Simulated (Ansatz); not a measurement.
Cartesian coordinates (Å):
SMILES: N[Si](F)(N)N
```xyz
11

N     -0.8867    -1.3001    -0.4163
Si    -0.1330     0.0475     0.2993
N     -0.3981     1.4440    -0.6365
N      1.5347    -0.2335     0.4895
F     -0.7813     0.2792     1.7588
H     -1.1623    -2.1194     0.0983
H     -1.3599    -1.2152    -1.2989
H     -1.2435     1.9877    -0.5932
H      0.3746     1.9537    -1.0282
H      2.1019     0.2396     1.1726
H      1.9536    -1.0835     0.1546
```
Charge 0, spin multiplicity 1.

These are frozen-core CCSD(T)/cc-pVTZ // B3LYP-D3(BJ)/def2-TZVP run with Ansatz (an electronic-structure program) values and carry that method's errors.

```json
{
  "HF energy": "-555.52187 Ha",
  "MP2 correlation energy": "-1.01292 Ha"
}
```

### Question
Estimate the CCSD correlation energy, the (T) correction, the total energy and the T1 diagnostic.

### Answer

| Property | Result |
|---|---|
| CCSD correlation energy | -1.03905 Ha |
| (T) correction | -0.03622 Ha |
| CCSD(T) total energy | -556.59714 Ha |
| T1 diagnostic | 0.010 |
